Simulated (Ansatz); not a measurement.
CH6AlNSi can be A, `[AlH2][N]1C[SiH2]1`, or B, `C[N]1[AlH][SiH2]1`.

Computed with Ansatz on PBE0-D4/def2-TZVP structures; ΔE is electronic, products minus reactants. CCSD(T)/CBS adds triple-zeta CCSD(T) − MP2 to the extrapolated MP2 energy (def2 sets, frozen cores). DFT in def2-TZVPP. B3LYP here is the variant with VWN-RPA as its local correlation; programs differ in this.

Which isomer does CCSD(T)/CBS put lower? Give the gap. (An estimate is asked.)

The calculation gave: B, by 6.1 kJ/mol.

Give E(B) − E(A) in kJ/mol with B3LYP-D4, BLYP-D4, CCSD/def2-TZVPP, B2PLYP, CCSD(T)/def2-TZVPP, CCSD(T)/def2-SVP, PBE0-D4. (Best estimate.)

Computed: B3LYP-D4 -6.7, BLYP-D4 -9.0, CCSD/def2-TZVPP -4.4, B2PLYP -5.2, CCSD(T)/def2-TZVPP -7.5, CCSD(T)/def2-SVP -13.7, PBE0-D4 -17.4. None reverses the order clearly.

Does the order hold for the free energy at 298.15 K (harmonic terms from PBE0-D4)? (Best estimate.)

Computed: No: G(B) − G(A) = +6.7 kJ/mol.

Largest T1 diagnostic: 0.015.

In def2-TZVPP, CCSD(T) changes the Hartree–Fock value by −17.1 kJ/mol (the triples alone add −3.0 kJ/mol) and MP2 by −11.9 kJ/mol. At CCSD(T), def2-SVP lies −7.6 kJ/mol from the extrapolated value and def2-TZVPP −1.4 kJ/mol.
